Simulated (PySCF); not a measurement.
# Si²⁺ (silicon, charge +2) across methods

[Ne] 3s2, closed-shell 1S. Computed with PySCF 2.14 in an uncontracted even-tempered set (20 s from 0.054 bohr⁻², ratio 2.5; 13 p from 0.071 bohr⁻², ratio 2.5; 6 d from 0.47 bohr⁻², ratio 2.7; 5 f from 0.71 bohr⁻², ratio 2.7), with scalar relativity by spin-free X2C-1e.

```
method  E (hartree)  mean ε 2s (eV)  mean ε 2p (eV)  mean ε 3s (eV)  Σ⟨r²⟩ (bohr²)   ⟨S²⟩
  PBE0    -288.9632         -168.32         -122.25         -29.691          11.73  0.000
revPBE    -289.0350         -160.87         -116.84         -28.483          11.74  0.000
   LDA    -287.9191         -160.04         -116.97         -28.658          11.69  0.000
 B97-3    -289.0614         -169.00         -122.69         -29.731          11.70  0.000
   UHF   -288.60053         -189.73         -137.12         -32.228          11.92  0.000
   PBE    -288.9418         -160.76         -116.88         -28.534          11.71  0.000
```

Task: Estimate the same row for r2SCAN.

Result: E (hartree) = -289.0477; mean ε 2s (eV) = -164.80; mean ε 2p (eV) = -119.00; mean ε 3s (eV) = -28.718; Σ⟨r²⟩ (bohr²) = 11.78; ⟨S²⟩ = 0.000.
